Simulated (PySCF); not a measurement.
Compound: C₅H₇GeNO.
Bonds: Ge1–O2, O2–C3, C3–C4 (aromatic), C4–C5 (aromatic), C5–C6 (aromatic), C6–C7 (aromatic), C7–N8 (aromatic), C3–N8 (aromatic). Hydrogens: H9, H10, H11 on Ge1; H12 on C4; H13 on C5; H14 on C6; H15 on C7.

Theory: PySCF, TDDFT PBE0/def2-SVPD, vertical, gas phase, core orbitals frozen in the response. One conformer (not necessarily the lowest) at the PBE0-D3(BJ)/def2-SVP geometry, without solvent, vibrations or thermal averaging. Relativistic effects, spin–orbit coupling among them, are left out although an element past zinc is present. Torsions of this conformer, `[GeH3:1][O:2][c:3]1[cH:4][cH:5][cH:6][cH:7][n:8]1`: Ge1–O2–C3–C4 180°.

Task: What does the calculation give for the low-lying excited states?

Result: 

| state | λ (nm) | E (eV) | f | \|μ\| (D) | symmetry | main configurations (H = HOMO, L = LUMO) |
| --- | --- | --- | --- | --- | --- | --- |
| S1 | 244.8 | 5.07 | 0.062 | 1.80 | A′ | H→L (90%) |
| S2 | 231.0 | 5.37 | 0.0024 | 0.34 | A″ | H-1→L (98%) |
| S3 | 207.5 | 5.97 | 0.0008 | 0.19 | – | H→L+2 (94%) |
| S4 | 205.9 | 6.02 | 0.151 | 2.58 | A′ | H→L+1 (83%), H-2→L (12%) |
| S5 | 205.4 | 6.04 | 0.0005 | 0.15 | – | H-1→L+1 (98%) |
| S6 | 195.7 | 6.34 | 0.0015 | 0.25 | – | H→L+3 (92%) |

The lowest singlet comes at 245 nm (489 kJ/mol) in the ultraviolet; it is of moderate strength; its leading configuration is HOMO→LUMO (90%). The most intense listed level is S4 at 6.02 eV (206 nm, f = 0.151), 0.96 eV above S1. Löwdin shares by element: HOMO carbon 50% or more, oxygen 20% (atoms not listed hold the other 30%); LUMO carbon 58% or more, nitrogen 19% (atoms not listed hold the other 24%). Of the 6 states listed, 2 reach f = 0.01 and none stays under 0.0005. Orbital energies (eV): HOMO-3 -9.43, HOMO-2 -8.38, HOMO-1 -7.84, HOMO -6.84, LUMO -0.83, LUMO+1 -0.13, LUMO+2 0.17. Weighted by f, the mean energy of these states is 5.75 eV. Symmetry labels in Cs follow from the direction of the transition dipole and are given only for states with f of 0.002 or more. Only the lowest 6 singlets were computed, as vertical energies without vibronic structure.
